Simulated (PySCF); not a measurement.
# UHF on N²⁺ (nitrogen, charge +2)

Configuration: [He] 2s1 2p2, 2s spin antiparallel (an excited configuration). Computed with PySCF 2.14 in def2-TZVPPD (6s3p3d1f, 37 functions), with no relativity, point nucleus.

* Total energy: -52.308336 hartree
* One-electron energy: -65.1644 hartree
* Hartree (Coulomb) energy: 18.4362 hartree
* Exchange energy: -5.5802 hartree
* Kinetic energy: 52.30172 hartree
* ⟨S²⟩: 1.7500
* ⟨L²⟩: 2.004
* Sum of ⟨r⟩: 3.926 bohr
* Sum of ⟨r²⟩: 5.028 bohr²
* Traceless quadrupole moment −½Σ⟨3z² − r²⟩ along its main axis: 0.594 e·bohr²
* Density at the nucleus (Gaussians lack the cusp): 197 bohr⁻³
* Spin density at the nucleus: -7.53 bohr⁻³
* Langevin diamagnetic susceptibility: -3.98 ×10⁻⁶ cm³/mol

| shell | electrons | mean orbital energy (hartree) | rms radius, mean of both spins (bohr) |
| --- | --- | --- | --- |
| 1s β | 1 | -17.08018 | 0.265 |
| 1s α | 1 | -17.07520 | 0.265 |
| 2s β | 1 | -1.98431 | 1.30 |
| 2p α | 2 | -1.65629 | 1.26 |

With the s spin flipped the determinant is a mixture of two multiplicities, not a spectroscopic state.

Spin-orbit constants ζ (cm⁻¹) from the X2C one-electron operator on these orbitals (non-relativistic here): bare nucleus, nucleus screened by l(l+1)(2l+1)/3 electrons, and screened by the Breit-Pauli mean field of the electrons.

```tsv
shell	bare	screened nucleus	mean field
2p	187.9	134.2	114.8
```
